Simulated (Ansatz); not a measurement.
Calculated with Ansatz (gas phase, PBE0-D4/def2-TZVP geometries, no zero-point term in ΔE). CCSD(T)/CBS is the MP2 limit (def2-TZVPP, def2-QZVPP) plus CCSD(T) − MP2 in def2-TZVPP, frozen cores. DFT in def2-TZVPP. B3LYP here is the variant with VWN-RPA as its local correlation; programs differ in this. Elements past krypton have def2 core potentials. For Ag, Li outer-core shells are correlated without core-valence functions, which leaves a few kJ/mol of doubt a bond.

Reaction (redistribution): `[Ag][Ag]` + `[Li][S]C` → `C[S][Ag]` + `[Li][Ag]`

```
             level  ΔE (eV)
       LDA (SPW92)     0.42
            B2PLYP     0.71
              BLYP     0.57
             B3LYP     0.70
           r2SCANh     0.65
CCSD(T)/def2-TZVPP     0.65
SCS-MP2/def2-QZVPP     0.84
    CCSD/CBS(def2)     0.78
```

**Question.** What does CCSD(T)/CBS give? (Best estimate.)

**Answer.** Ansatz gave: +0.73 eV. The listed levels differ from it by -0.31, -0.02, -0.16, -0.03, -0.08, -0.08, 0.11, 0.05 eV.

Largest T1 diagnostic among the species: 0.028, so the coupled-cluster value is less sure than usual.

From PBE to PBE0 (25 % exact exchange), in def2-TZVPP and without D4, ΔE moves by +0.15 eV. Leaving LDA and LC-ωPBE aside and taking each functional with its dispersion term where it has one, the values, not all of them listed here, spread over 0.28 eV, from BLYP-D4 to BHLYP-D4. LDA lies −0.13 eV from PBE without D4.
